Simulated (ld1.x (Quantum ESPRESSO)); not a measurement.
# Os: one change to a TM potential, before and after

osmium, norm-conserving Troullier–Martins (Kleinman–Bylander form), made with ld1.x (Quantum ESPRESSO) 7.5 (PBE, scalar-relativistic). Core [Xe] 4f14, reference 5d5 6s0 6p0 (charge +3). Waves: 6p (bound, empty): rc 2.50 bohr; 5d (bound): rc 1.80 bohr; 6s (bound, empty): rc 2.10 bohr. Local part: the s channel. Core correction: a·sin(br)/r model core inside 1.60 bohr.

All-electron outer shells of the reference configuration (PBE, scalar-relativistic, ld1.x):

```tsv
shell	level (eV)	outermost node (bohr)	outermost maximum (bohr)
5p	-81.28	0.55	1.03
5d	-34.98	0.60	1.33
6s	-30.44	1.19	2.24
6p	-22.07	1.39	2.70
```

Change: core correction a·sin(br)/r model core inside 2.16 bohr.

Cutoffs: the cutoffs (Ry, on a coarse ladder) from which the occupation-weighted sum of valence levels, in a spherical-Bessel basis at the reference potential, stays within 10 and 1 mRy of its value at 400 Ry; they do not see the model core or the augmentation charge, which bear on the density cutoff. Errors are all-electron minus pseudo energies relative to the spin-unpolarised reference configuration.

**Question.** How do hardness, ghosts and transferability respond?

**Answer.** The potential gets neither clearly harder nor softer (35 Ry and 45 Ry → 35 Ry and 45 Ry); of the 7 tests that both files solve, the error grows in 1 and shrinks in 6 by more than 15 % and 0.3 meV (median size 100.0 → 60.7 meV); neither file shows a bound ghost. A wider model core is smoother and lowers the density cutoff, which this test does not measure.

```csv
quantity,base,changed
"cutoff, loose",35 Ry,35 Ry
"cutoff, tight",45 Ry,45 Ry
bound ghosts,none,none
"error for 5d6 6s2 6p0, meV [ΔE -55.34 eV]",-87,-24
"error for 5d6 6s1 6p0, meV [ΔE -45.76 eV]",-111,-66
"error for 5d6 6s0 6p0, meV [ΔE -28.85 eV]",-127,-97
"error for 5d6 6s1.5 6p0, meV [ΔE -51.42 eV]",-100,-45
"error for 5d6.5 6s1.5 6p0, meV [ΔE -55.28 eV]",-178,-111
"error for 5d6 6s1 6p1, meV [ΔE -50.28 eV]",-56,-8.7
"error for 5d5 6s2 6p1, meV [ΔE -49.23 eV]",-5.4,+61
s: phases at 2.69 bohr within 0.05 rad from the reference energy up to (Ry; the scan ends near 5),0.5,0.5
p: phases at 2.69 bohr within 0.05 rad from the reference energy up to (Ry; the scan ends near 5),1.2,1.2
d: phases at 2.69 bohr within 0.05 rad from the reference energy up to (Ry; the scan ends near 5),-0.7,-0.7
```
